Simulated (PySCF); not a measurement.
## Eu (europium, neutral) across methods

[Xe] 4f7 6s1 6p1, high-spin 10P determinant (an excited configuration). Computed with PySCF 2.14 in ANO-RCC-VTZP, with the spin-free X2C one-electron Hamiltonian (Gaussian nucleus).

```
method   E (hartree)  mean ε 4f α (eV)  mean ε 6s α (eV)  mean ε 6p α (eV)  Σ⟨r²⟩ (bohr²)    ⟨S²⟩
   PBE     -10842.93            -4.664            -4.277            -1.579          85.30  24.753
  PBE0     -10842.85            -7.245            -4.897            -2.155          85.68  24.754
   LDA     -10834.96            -4.855            -4.429            -1.524          84.57  24.753
   UHF  -10839.14740           -14.777            -6.396            -3.611          88.01  24.757
```

(1) Estimate the same row for r2SCAN.

Spin-orbit coupling, absent here, splits the open shell strongly.

## Answers

(1) E (hartree) = -10843.20; mean ε 4f α (eV) = -4.863; mean ε 6s α (eV) = -4.349; mean ε 6p α (eV) = -1.669; Σ⟨r²⟩ (bohr²) = 85.57; ⟨S²⟩ = 24.757.
